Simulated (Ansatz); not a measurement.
`BC[SiH2]F`. Total charge 0; spin multiplicity 1.

```xyz
10

B    -0.4741    0.8225   -1.2686
C     0.6060    0.0882   -0.4581
Si   -0.0880   -0.5999    1.1370
F     1.1063   -1.3329    1.9131
H    -0.6849    1.9877   -1.0908
H    -1.1579    0.2304   -2.0532
H     1.4210    0.7396   -0.1230
H     1.0091   -0.7961   -0.9644
H    -1.1400   -1.6131    0.8854
H    -0.5976    0.4736    2.0225
```

(1) Give the diagnostics of a CCSD(T)/def2-TZVPP run (frozen core, Ansatz). (Estimate.)

Answers

(1) Computed: T1 = 0.0113, largest single amplitude 0.018, largest double 0.019, (T) share of the correlation energy 3.1 %, 10 CCSD cycles. The RHF solution is stable towards an unrestricted one. T1 lies under the customary mark of 0.02 for closed shells.
